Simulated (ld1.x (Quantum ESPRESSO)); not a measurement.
**Bi, TM semilocal: configuration errors across variants**

- Element: bismuth (Bi)
- Generator: ld1.x (Quantum ESPRESSO) 7.5
- Type: norm-conserving Troullier–Martins (semilocal form)
- Functional: PBE
- Relativity: scalar-relativistic
- Frozen core: [Xe] 4f14 5d10
- Valence charge: 5
- Reference configuration: 6s2 6p2.5 (charge +0.5)
- Partial waves: 6s (bound): rc 1.60 bohr; 6p (bound): rc 2.00 bohr; 6d channel at 0.45 Ry: rc 2.10 bohr
- Local potential: the d channel
- Core correction: a·sin(br)/r model core inside 1.40 bohr

All-electron excitation energies from the reference (eV): (1) 6s2 6p3 -3.097; (2) 6s2 6p2 4.816; (3) 6s2 6p1 20.063; (4) 6s1 6p3 15.634; (5) 6s2 6p3.3 -4.191; (6) 6s0 6p5 17.405; (7) 6s1 6p0 88.811.

A semilocal file is local in each channel, so a ghost entry of none says nothing of the separable form that plane-wave codes build from it.

A true bound ghost makes a file unfit for plane-wave use even where its test errors are small: the radial tests pick states by their node count and pass the ghost by.

Errors AE − PS in meV (a dash: test not solved or not reliable):

| change | (1) | (2) | (3) | (4) | (5) | (6) | (7) | bound ghosts |
| --- | --- | --- | --- | --- | --- | --- | --- | --- |
| base | +0.3 | -4.9 | -54 | -48 | -0.2 | -107 | -796 | none |
| all radii but the core radius scaled by about 0.80 (s 1.28, p 1.60, d 1.68 bohr) | +2.1 | -1.9 | -19 | +3.3 | +3.6 | -33 | -332 | s |
| all radii but the core radius scaled by about 0.92 (s 1.48, p 1.84, d 1.94 bohr) | +0.6 | -4.4 | -49 | -42 | +0.5 | -105 | -772 | none |
| all radii but the core radius scaled by about 1.05 (s 1.68, p 2.08, d 2.20 bohr) | +0.2 | -5.0 | -55 | -50 | -0.4 | -114 | -790 | none |
| all radii but the core radius scaled by about 1.24 (s 1.98, p 2.48, d 2.60 bohr) | +0.1 | -5.1 | -56 | -51 | -0.6 | -117 | -783 | none |
| all radii but the core radius scaled by about 1.38 (s 2.20, p 2.76, d 2.90 bohr) | +0.3 | -5.0 | -56 | -49 | -0.2 | -110 | -811 | none |

(1) Give the same row for: all radii but the core radius scaled by about 1.10 (s 1.76, p 2.20, d 2.30 bohr).

Answers

(1) +0.2, -5.1, -55, -52, -0.5, -120, -784; bound ghosts: none.
